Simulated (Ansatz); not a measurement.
A nudged elastic band was laid between two geometries of AlClH5NO (9 atoms, charge 0, multiplicity 1).

Theory: Ansatz 0.2.0, RKS PBE-D4/6-31G*.

- movable images: 9
- climbing image: yes
- spring: 0.1 eV/Å²
- optimiser: quadratic models (default)
- start path: through a guess of the saddle point
- force threshold: 0.03 eV/Å
- iteration limit: 58
- end points: relaxed

Initial state:

```xyz
9
Properties=species:S:1:pos:R:3
Al 0.073 0.141 0.153
Cl -0.062 -0.867 2.055
H 1.431 0.087 -0.672
N -1.589 0.289 -0.688
H -2.359 -0.290 -0.344
H -1.639 0.301 -1.710
O -0.324 2.029 0.682
H -1.216 1.810 0.199
H -0.515 2.117 1.642
```

Final state:

```xyz
9
Properties=species:S:1:pos:R:3
Al 0.072 0.142 0.149
Cl -0.063 -0.854 2.059
H 1.431 0.085 -0.675
N -1.589 0.287 -0.689
H -1.639 0.300 -1.712
H -2.360 -0.294 -0.346
O -0.322 2.033 0.684
H -1.213 1.820 0.201
H -0.518 2.098 1.645
```

Q: What changes between the two ends?

A: No bond is made or broken.  The two ends are copies of one structure, up to a mirror image or an exchange of like atoms.

Q: What energy profile does the band end with?

A: The run converged. The highest image is number 6 of 0 to 10, 8.5 kcal/mol above the ends, which have the same energy within 2 meV. Another band between the same ends (9 images) ends at a top of the same energy, where a vibrational analysis finds 1 clearly imaginary mode.

```csv
image,path coordinate (Å),energy (kcal/mol)
0,0.00,0.0
1,0.34,0.4
2,0.69,1.6
3,1.04,3.4
4,1.39,5.6
5,1.74,7.6
6,2.08,8.5
7,2.68,6.5
8,3.26,3.5
9,3.83,1.2
10,4.40,0.0
```

Q: What is the geometry of the highest image?

A: 
```xyz
9
Properties=species:S:1:pos:R:3
Al -0.087 0.104 0.104
Cl -0.144 -0.484 2.223
H 1.372 -0.100 -0.501
N -1.604 -0.040 -0.870
H -1.926 -0.929 -1.252
H -2.260 0.692 -1.134
O -0.247 2.056 0.628
H -1.178 2.348 0.512
H -0.126 1.970 1.607
```

The run took 4.5 min on 1 thread of Arm Neoverse V2 (shared host), peak memory 0.12 GiB.
